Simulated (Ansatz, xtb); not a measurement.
# BClH2Sn: where a starting geometry ends

The starting geometry of this gas-phase singlet was built from a drawn formula by distance geometry and a force field; its bonds are those of `[B][SnH2][Cl]`.

```xyz
5

B    -1.6158   -0.2683    1.7461
Cl   -1.1635    3.3840    2.4786
Sn   -0.1871    1.4531    1.4916
H     0.0895    1.7215   -0.2282
H     1.3235    1.0895    2.2871
```

Task: Predict what it relaxes into with r2SCAN-D4/def2-SVP.

Result: It rearranges, giving a structure with H4 bridging B1 and Sn3, H5 bridging Sn3 and B1, given below by its coordinates. Distances that change by over a tenth: Sn3–H4 (1.76 → 2.07 Å), Sn3–H5 (1.75 → 2.07 Å). Contacts that open: Cl2–Sn3 (2.38 → 3.87 Å). Contacts that close: B1–Cl2 (3.75 → 1.76 Å), B1–H4 (3.28 → 1.30 Å), B1–H5 (3.28 → 1.30 Å).

The energy falls by 3.96 eV over 28 steps:

```json
{"step": "1", "E − E(last) (eV)": "3.963"}
{"step": "4", "E − E(last) (eV)": "3.763"}
{"step": "7", "E − E(last) (eV)": "3.388"}
{"step": "10", "E − E(last) (eV)": "2.892"}
{"step": "13", "E − E(last) (eV)": "2.815"}
{"step": "16", "E − E(last) (eV)": "1.873"}
{"step": "19", "E − E(last) (eV)": "0.933"}
{"step": "22", "E − E(last) (eV)": "0.120"}
{"step": "25", "E − E(last) (eV)": "0.000"}
{"step": "28", "E − E(last) (eV)": "0.000"}
```

Final geometry (Å):

```yaml
atoms:
  - { symbol: B, position_ang: [-0.6084, 1.4952, 1.7068] }
  - { symbol: Cl, position_ang: [-1.8947, 2.3433, 2.5619] }
  - { symbol: Sn, position_ang: [0.6824, 0.1188, 0.7118] }
  - { symbol: H, position_ang: [-0.2956, 1.9381, 0.5265] }
  - { symbol: H, position_ang: [0.5630, 1.4843, 2.2681] }
```

From the same start GFN2-xTB ends elsewhere, differing in B1–H4 (2.35 against 1.30 Å here), B1–H5 (2.25 against 1.30 Å here).

The end wasn't checked by frequencies. Atoms past krypton carry core potentials, without spin–orbit terms. Run with Ansatz 0.2.0, 110 s on 1 thread of Intel(R) Xeon(R) Processor @ 2.50GHz (Skylake/Cascade Lake) (shared host).
